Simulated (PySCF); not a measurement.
B(F)2(NMe2) (C2H6BF2N), SMILES FB(F)N(C)C. Heavy atoms are numbered as in [B:1]([F:2])([F:3])[N:4]([CH3:5])[CH3:6]. Hydrogens are named by the atom that carries them.

Geometry optimised at B3LYP-D3(BJ)/def2-SVP. Other conformers were not sampled.

These are PBE0/pcSseg-1 (PySCF) values and carry that method's errors.

GIAO shieldings, no solvent; atoms alike by connectivity are averaged. δ = σ(ref) − σ: ¹¹B against BF3 (σ = 88.8 ppm); ¹⁹F against CFCl3 (σ = 167.2 ppm); ¹⁵N against NH3 (σ = 267.4 ppm); ¹³C against TMS (σ = 186.3 ppm); ¹H against TMS (σ = 31.56 ppm), references at their B3LYP-D3(BJ)/def2-TZVP geometries, non-relativistic.

```csv
atoms,nucleus,count,δ (ppm)
B1,¹¹B,1,5.5
F2,¹⁹F,2,…
N4,¹⁵N,1,66.6
C5 (CH3),¹³C,2,…
H on C5,¹H,6,2.93
```

### Question
Some entries are withheld; supply them. (Estimate from the structure and the level; the computed values follow.)

### Answer

- C5 (CH3), δ (ppm): 38.6
- F2, δ (ppm): -145.0
